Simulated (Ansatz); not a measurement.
Computed with Ansatz on PBE0-D4/def2-TZVP structures; ΔE is electronic, products minus reactants. CCSD(T)/CBS is the MP2 limit (def2-TZVPP, def2-QZVPP) plus CCSD(T) − MP2 in def2-TZVPP, frozen cores. This one scheme is used for every species. DFT in def2-TZVPP. For Ga outer-core shells are correlated without core-valence functions, which leaves a few kJ/mol of doubt a bond. Scalar relativity is left out up to krypton. Each species was taken in one conformer, which may not be the lowest.

Consider the ligand exchange at a Ga–N bond: `O=C=[N][GaH][Cl]` + H₂S → `[SH][GaH][Cl]` + `N=C=O`.

Task: Is it downhill or uphill in electronic energy at CCSD(T)/CBS, and by how much? (Estimate.)

Result: Computed: Downhill: ΔE = -2.4 kcal/mol.

Task: What do these levels give: BLYP-D4, r2SCANh-D4, PBE0, HF/def2-QZVPP, MP2/def2-QZVPP, SCS-MP2/def2-QZVPP? (Best estimate.)

Result: The calculation gave: BLYP-D4 -3.6, r2SCANh-D4 -3.8, PBE0 -4.4, HF/def2-QZVPP 1.4, MP2/def2-QZVPP -1.8, SCS-MP2/def2-QZVPP -1.0 kcal/mol.

Largest T1 diagnostic among the species: 0.018.

At CCSD(T), def2-SVP lies +2.2 kcal/mol from the extrapolated value and def2-TZVPP +1.1 kcal/mol. Leaving LDA and LC-ωPBE aside and taking each functional with its dispersion term where it has one, the values, not all of them listed here, spread over 3.6 kcal/mol, from PBE-D4 to BHLYP-D4. From PBE to PBE0 (25 % exact exchange), in def2-TZVPP and without D4, ΔE moves by +1.1 kcal/mol.
